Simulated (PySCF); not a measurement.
Mg(H)(SH) (H2MgS), SMILES [MgH][SH].

Geometry: B3LYP-D3(BJ)/def2-TZVP.

The numbers are results of B3LYP/def2-TZVPD (PySCF), not measurements.

Symmetry labels are those of the subgroup Cs that the program uses (full group Cs).

Computed valence orbital energies around the gap with their symmetry:
| orbital | symmetry | energy (eV) |
|---|---|---|
| HOMO−7 | A' | -51.07 |
| HOMO−6 | A" | -51.05 |
| HOMO−5 | A' | -50.86 |
| HOMO−4 | A' | -18.88 |
| HOMO−3 | A' | -10.62 |
| HOMO−2 | A' | -8.53 |
| HOMO−1 | A' | -7.47 |
| HOMO | A" | -6.85 |
| LUMO | A' | -1.22 |
| LUMO+1 | A' | -0.95 |
| LUMO+2 | A" | -0.70 |
| LUMO+3 | A' | 0.44 |
